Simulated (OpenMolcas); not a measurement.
Mn3+ in a point-charge field

Mn3+ among 8 point charges of -1.6 e arranged as a cube (Oh), 1.67 Å from the ion.
```
   0.9642    0.9642    0.9642  -1.60
   0.9642    0.9642   -0.9642  -1.60
   0.9642   -0.9642    0.9642  -1.60
   0.9642   -0.9642   -0.9642  -1.60
  -0.9642    0.9642    0.9642  -1.60
  -0.9642    0.9642   -0.9642  -1.60
  -0.9642   -0.9642    0.9642  -1.60
  -0.9642   -0.9642   -0.9642  -1.60
```

```json
{"Program": "OpenMolcas 26.06", "Method": "SS-CASPT2, IPEA 0.25 Eh, imaginary shift 0.1 Eh (closed shells correlated: 3s 3p)", "Basis": "ANO-RCC-VDZP [5s4p2d1f]", "Scalar Hamiltonian": "DKH2, point nucleus", "Active space": "4 electrons in 5 orbitals (3d)", "State averaging": "2S+1 = 5 even, 5 roots; 2S+1 = 3 even, 45 roots; 2S+1 = 1 even, 50 roots", "Spin-orbit coupling": "RASSI with atomic mean-field integrals over the reference wave functions"}
```

The lowest spin-free states (labels of O, the rotations of Oh), above the lowest:

```
State  Degeneracy  E (cm-1)  Free-ion L (%)
  5T2           3         0         D (100)
   5E           2      7140         D (100)
  3T1           3     16840          H (57)
  3T2           3     19160          H (68)
  1A1           1     21690          G (51)
  3T1           3     22660          H (64)
  3T2           3     23660          G (68)
  3T1           3     24950          P (53)
   3E           2     25950          H (83)
  1T1           3     26900          I (63)
  3T2           3     28580          F (68)
  3A2           1     28980         F (100)
   3E           2     30530          G (82)
  3T1           3     31080          H (48)
  1T2           3     31620          I (94)
   1E           2     32530          G (69)
  1A1           1     33080          I (52)
  3A1           1     33830         G (100)
  3T2           3     33970          D (86)
  1T1           3     35610          G (61)
```

The lowest levels with spin-orbit coupling:

```tsv
E (cm-1)	Degeneracy	Label	2S+1
0	1	A1	5
23	3	T1	5
44	3	T2	5
320	2	E	5
340	3	T1	5
530	3	T2	5
7380	1	A2	5
7390	3	T2	5
7390	2	E	5
7400	3	T1	5
7400	1	A1	5
16620	1	A1	3
16930	3	T1	3
17200	2	E	3
17230	3	T2	3
19350	1	A2	3
19380	3	T1	3
19390	3	T2	3
19430	2	E	3
22000	1	A1	1
```

Powder χT (cm3 K/mol): 0.177 at 2 K, 0.841 at 10 K, 1.56 at 50 K, 1.77 at 100 K, 2.1 at 200 K, 2.35 at 300 K. The effective moment at 300 K is 2.828 √(χT) = 4.34 μB.

The lowest level has 2S+1 = 5, for which the spin-only value is χT = S(S+1) / 2 = 3.000 cm3 K/mol (g = 2). The computed 2.350 at 300 K differs by -0.650, through orbital momentum, spin-orbit coupling and any other state in reach. With a threefold ground state the orbital momentum is unquenched, so the spin-only value is not expected to hold.

Roots that are degenerate in the reference are averaged as groups; the widest CASPT2 spread within a group is 180 cm-1 (the 3-fold group of multiplicity 3 near 22700 cm-1 above the lowest state of its run). Shifts and gaps below about the spread of the groups concerned are not significant. An orbital triplet at a regular site is open to Jahn-Teller coupling, which can distort the site and quench the lowest spin-orbit gaps and is left out. Free-ion shares, where given, are those of the reference states; single-state CASPT2 does not remix them. This is an electrostatic model: the charges have no orbitals. No measured value stands beside these numbers.
